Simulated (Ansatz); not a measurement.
Gas-phase electronic energies from Ansatz, PBE0-D4/def2-TZVP geometries. CCSD(T)/CBS is the MP2 limit (def2-TZVPP, def2-QZVPP) plus CCSD(T) − MP2 in def2-TZVPP, frozen cores. This one scheme is used for every species. Functionals use def2-TZVPP. B3LYP here is the variant with VWN-RPA as its local correlation; programs differ in this. One conformer a species, not always the lowest.

Consider the hydrogenolysis of the Si–Si bond: `[SiH3][SiH2][SiH]1[CH2][AlH]1` + H₂ → `[CH2]1[AlH][SiH2]1` + disilane.

Is it downhill or uphill in electronic energy at CCSD(T)/CBS, and by how much? (Best estimate.)

The calculation gave: Uphill: ΔE = +1.1 kcal/mol.

What do these levels give: B3LYP-D4, ωB97M-V, PBE, r2SCAN, B3LYP, HF/CBS(def2)? (An estimate is asked.)

Ansatz gave: B3LYP-D4 0.4, ωB97M-V -0.8, PBE 1.8, r2SCAN 1.6, B3LYP -3.2, HF/CBS(def2) -8.8 kcal/mol.

Largest T1 diagnostic among the species: 0.014.

From PBE to PBE0 (25 % exact exchange), in def2-TZVPP and without D4, ΔE moves by −1.3 kcal/mol. The D4 term adds +3.6 kcal/mol with B3LYP and +2.1 kcal/mol with PBE0; it sums over pairs of atoms, weighted by their polarisabilities, and B3LYP, whose exchange is more repulsive, gets the larger term.
